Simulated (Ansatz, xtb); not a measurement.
# C5H5NO: which of two isomers lies lower

Structure a is `N/C=C1\C=CC1=O`, a singlet and structure b is `N/C=C1/C=CC1=O`, a singlet. Both are isolated molecules in the gas phase, relaxed with PBE-D3(BJ)/def2-SVP; the shapes shown needn't be the lowest conformers.

a (Å):

```
atom    x (Å)    y (Å)    z (Å)
   C  -2.3821  -0.9526   0.2967
   C  -1.1572  -0.5795   0.7491
   C   0.0309   0.1889   0.3175
   C   0.7524  -0.0160   1.4712
   C  -0.3981  -0.8357   2.0452
   N  -2.9357  -0.7122  -0.9416
   O  -0.6258  -1.4316   3.0739
   H  -3.9505  -0.7644  -1.0232
   H  -2.5070   0.0045  -1.5281
   H  -3.0006  -1.5675   0.9722
   H   0.2677   0.7378  -0.6070
   H   1.7465   0.2926   1.8204
```

b (Å):

```xyz
12

C    -1.8006   -0.6437   -0.6795
C    -0.9294   -0.5139    0.3567
C     0.5151   -0.4866    0.6338
C     0.3939   -0.3023    1.9966
C    -1.1182   -0.3086    1.8533
N    -3.1654   -0.7146   -0.5134
O    -2.0879   -0.1903    2.5764
H    -3.5191   -0.4816    0.4187
H    -3.7603   -0.4289   -1.2898
H    -1.4402   -0.7516   -1.7170
H     1.3922   -0.5782   -0.0249
H     1.1057   -0.1856    2.8236
```

Energies in hartree; the thermal terms are from GFN2-xTB frequencies at re-optimised GFN2-xTB minima (ideal gas, soft modes damped towards free rotors, one conformer each, 298.15 K, 1 atm) and include the zero-point energy:

|  | a | b |
| --- | --- | --- |
| E, CCSD(T)/def2-SVP | −322.303312 | −322.305536 |
| E, MP2/def2-SVP | −322.221654 | −322.223925 |
| E, MP2/def2-TZVPP | −322.814210 | −322.816103 |
| zero-point energy | 0.087207 | 0.087225 |
| H(298 K) − E | 0.094947 | 0.094921 |
| G(298 K) − E | 0.056601 | 0.056680 |

Task: Correct the CCSD(T) difference for the basis set by the MP2 change, then work out ΔE, ΔE₀, ΔH and ΔG for a → b in kcal/mol (1 Eh = 627.51 kcal/mol) and the equilibrium ratio [b]/[a].

Result: 1. Differences b − a: CCSD(T) −0.002224, MP2 in the small set −0.002271, MP2 in the large set −0.001893 Eh.
2. ΔE = −0.002224 + (−0.001893 − (−0.002271)) = −0.001846 Eh = −1.16 kcal/mol.
3. ΔE₀ = ΔE + ΔZPE = −0.001846 + (+0.000018) Eh = −1.15 kcal/mol.
4. ΔH = ΔE + (−0.000026) Eh = −1.17 kcal/mol.
5. ΔG = ΔE + (+0.000079) Eh = −1.11 kcal/mol, so ΔS = (ΔH − ΔG)/T = −0.9 J/(mol K).
6. kT = 0.9442 mEh, so K = [b]/[a] = exp(−ΔG/kT) = exp(+1.87) ≈ 6.5.

Structure b is favoured at this temperature. An error of 1 kcal/mol in ΔG would change K by a factor of 5.4. Mirror images and further conformers aren't counted.

As drawn, both hold the same kinds of bond in the same numbers.

Other levels gave ΔE = −1.4 (GFN2-xTB); 0.0 (HF/STO-3G, GFN2-xTB geometries); −1.8 (r2SCAN-D4/def2-SVP, GFN2-xTB geometries); −1.8 (PBE-D3(BJ)/def2-SVP); −0.8 (HF/def2-SVP); −1.4 (MP2/def2-SVP); −1.4 (CCSD(T)/def2-SVP) kcal/mol. The correlated steps freeze 7 core orbitals. Programs: Ansatz 0.2.0, xtb 6.7.1.
